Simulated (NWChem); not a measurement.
All runs are NWChem calculations. System: CBr, charge 0, spin multiplicity 2, at a geometry optimised with UPBE0/def2-SVP. The structure started from a generated list of species. Its SCF solution wasn't tested for a lower state. Level: UMP2/def2-TZVP, 10 core orbitals frozen.

Part of the output:

```
             Northwest Computational Chemistry Package (NWChem) 7.3.0
             --------------------------------------------------------

                                NWChem Input Module
                                -------------------

 Scaling coordinates for geometry "geometry" by  1.889725989
 (inverse scale =  0.529177249)

 Turning off AUTOSYM since
 SYMMETRY directive was detected!

                             Geometry "geometry" -> ""
                             -------------------------

 Output coordinates in angstroms (scale by  1.889725989 to convert to a.u.)

  No.       Tag          Charge          X              Y              Z
 ---- ---------------- ---------- -------------- -------------- --------------
    1 C                    6.0000     0.00000000     0.00000000     1.55058200
    2 Br                  35.0000     0.00000000     0.00000000    -0.26581400

 Effective nuclear repulsion energy (a.u.)      61.1800633177

            Nuclear Dipole moment (a.u.)
            ----------------------------
        X                 Y               Z
 ---------------- ---------------- ----------------
     0.0000000000     0.0000000000     0.0000037795

      Symmetry information
      --------------------

 Group name             C2v
 Group number             16
 Group order               4
 No. of unique centers     2

      Symmetry unique atoms

     1    2


 Summary of "ao basis" -> "" (spherical)
 ------------------------------------------------------------------------------
       Tag                 Description            Shells   Functions and Types
 ---------------- ------------------------------  ------  ---------------------
 *                         def2-tzvp                  on all atoms

 Summary of "ao basis" -> "ao basis" (spherical)
 ------------------------------------------------------------------------------
       Tag                 Description            Shells   Functions and Types
 ---------------- ------------------------------  ------  ---------------------
 C                         def2-tzvp                11       31   5s3p2d1f
 Br                        def2-tzvp                16       48   6s5p4d1f

                                 NWChem SCF Module
                                 -----------------

  ao basis        = "ao basis"
  functions       =    79
  atoms           =     2
  alpha electrons =    21
  beta  electrons =    20
  charge          =   0.00
[...]
     2   0 2 0    -17.269687     -8.883061     -8.386626      0.000000
     2   0 1 1      0.000000      0.000000      0.000000      0.000000
     2   0 0 2    -19.566582    -44.147280    -35.766093     60.346791

                   NWChem MP2 Semi-direct Energy/Gradient Module
                   ---------------------------------------------

  Basis functions       =     79
  Molecular orbitals    =     79
  Frozen core           =     10
  Frozen virtuals       =      0
  Active alpha occupied =     11
  Active beta occupied  =     10
  Active alpha virtual  =     58
  Active beta virtual   =     59
  Use MO symmetry       = T
  Use skeleton AO sym   = T

  AO/Fock/Back tols     =   1.0D-09  1.0D-09  1.0D-09

 GA uses MA = F    GA memory limited = T

 Available:
  local mem=  1.26D+08
 global mem=  1.44D+08
 local disk=  0.00D+00
  mp2_memr nvloc                    58
  nvloc new                    58
   1 passes of  11:        4194304                      44618                   6830716.
   1 passes of  11: M    126150209           G      144166718           F     121955905.

 Semi-direct pass number   1 of   1  for UHF alpha       at        3.8s
  vrange nnbf                  3144
  mp2_eaftype                    26  avail_ma_in_mb                  1099
 EAF : mp2_eaftype filesize          26    3415358.
  mp2_eaf for mointskh                     26
Node 0 wrote     16.0 Mb in      0.0 s     Agg I/O rate:   626.5 Mb/s
 Done moints_semi at        9.1s
  mp2_eaftype                    26  avail_ma_in_mb                  1073
 EAF : mp2_eaftype filesize          26    3415358.
  mp2_eaf for kh                    26
 Done maket at        9.3s
 Done multipass loop at        9.3s

 GA uses MA = F    GA memory limited = T

 Available:
  local mem=  1.26D+08
 global mem=  1.44D+08
 local disk=  0.00D+00
  mp2_memr nvloc                    59
  nvloc new                    59
   1 passes of  10:        4194304                      42219                   6317615.
   1 passes of  10: M    126150209           G      144166718           F     121955905.

 Semi-direct pass number   1 of   1  for UHF beta        at        9.4s
  vrange nnbf                  3144
  mp2_eaftype                    24  avail_ma_in_mb                  1099
 EAF : mp2_eaftype filesize          24    3158807.
  mp2_eaf for mointskh                     24
Node 0 wrote     14.8 Mb in      0.0 s     Agg I/O rate:   985.6 Mb/s
 Done moints_semi at       14.5s
  mp2_eaftype                    24  avail_ma_in_mb                  1075
 EAF : mp2_eaftype filesize          24    3158807.
  mp2_eaf for kh                    24
 Done maket at       14.7s
 Done multipass loop at       14.7s

          -------------------------------------------
          SCF energy               -2610.151082941139
          Correlation energy          -0.378410548188
          Singlet pairs                0.000000000000
          Triplet pairs                0.000000000000
          Total MP2 energy         -2610.529493489327
          -------------------------------------------

          ---------------------------------------------------
                    Spin Component Scaled (SCS) MP2
          Same spin pairs                     -0.108257105146
          Same spin scaling factor             0.333333333333
          Opposite spin pairs                 -0.270153443042
          Opposite spin scaling fact.          1.200000000000
          SCS-MP2 correlation energy          -0.360269833366
          Total SCS-MP2 energy             -2610.511352774505
          ---------------------------------------------------

 -----------------------
 Performance information
 -----------------------

 Timer overhead =  2.16D-07 seconds/call

               Nr. of calls         CPU time (s)                 Wall time (s)                GFlops
             ---------------    -------------------     ------------------------------   -------------------
Name         Min   Avg   Max    Min     Avg     Max     Min     Avg     Max   Mx/calls   Min     Max     Sum
mp2: moin     2     2     2    11.     11.     11.      11.     11.     11.     5.3      0.0     0.0     0.0
mp2: make     2     2     2   0.33    0.33    0.33     0.33    0.33    0.33    0.16      0.0     0.0     0.0
mp2: tota     1     1     1    11.     11.     11.      11.     11.     11.     11.      0.0     0.0     0.0

 The average no. of pstat calls per process was 5.00D+00
 with a timing overhead of 1.08D-06s

 Task  times  cpu:       14.6s     wall:       14.6s

 Total times  cpu:       14.7s     wall:       14.7s
```

Task: Write an NWChem input that would produce this output.

Result: One answer among several that fit: 
```
start mol
memory heap 200 mb stack 900 mb global 1100 mb
geometry units angstroms nocenter noautoz
  C      0.000000     0.000000     1.550582
  Br     0.000000     0.000000    -0.265814
  symmetry group C2v
end
basis spherical
  * library def2-tzvp
end
scf
  uhf
  nopen 1
  maxiter 100
  thresh 1e-7
  semidirect memsize 60000000 filesize 0
  # guess.movecs holds the orbitals of an unrestricted PBE0 run
  vectors input guess.movecs output mol.movecs
end
mp2
  freeze core 10
end
task mp2 energy
```
